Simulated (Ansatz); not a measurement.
C3H8Ge, SMILES `C[CH](C)[GeH]`, relaxed with RKS PBE-D4/def2-SVP in Ansatz 0.2.0 from a rough embedded geometry. The force threshold is 0.03 eV/Å; the program also tests the step.

The species carries charge 0 and has multiplicity 1.

Start:

```xyz
12

C    -0.996    0.726    0.377
C     0.406    0.408    0.106
C     0.661   -1.051    0.360
Ge    0.908    0.823   -1.678
H    -1.226    1.846    0.195
H    -1.738    0.158   -0.280
H    -1.303    0.515    1.452
H     1.059    1.011    0.822
H     0.431   -1.363    1.437
H     0.060   -1.737   -0.291
H     1.744   -1.316    0.185
H    -0.006   -0.020   -2.685
```

(1) How much energy does the relaxation release, and in how many steps? (Best estimate.)

(2) Which bonds change most? (An estimate is asked.)

(3) Give the relaxed structure. (Estimate.)

Answers

(1) Computed: 0.52 eV, in 12 steps, 2 of them rejected.

(2) Ansatz gave: C2–Ge4 from 1.899 to 2.031 Å; C1–C2 from 1.463 to 1.529 Å; C1–H5 from 1.158 to 1.111 Å; C2–C3 from 1.502 to 1.537 Å.

(3) The calculation gave: 
```xyz
12

C    -1.060    0.762    0.358
C     0.411    0.414    0.127
C     0.704   -1.079    0.345
Ge    1.084    0.803   -1.749
H    -1.274    1.839    0.188
H    -1.721    0.181   -0.319
H    -1.370    0.534    1.404
H     1.045    1.006    0.824
H     0.484   -1.382    1.394
H     0.078   -1.716   -0.316
H     1.769   -1.345    0.161
H    -0.150   -0.016   -2.418
```
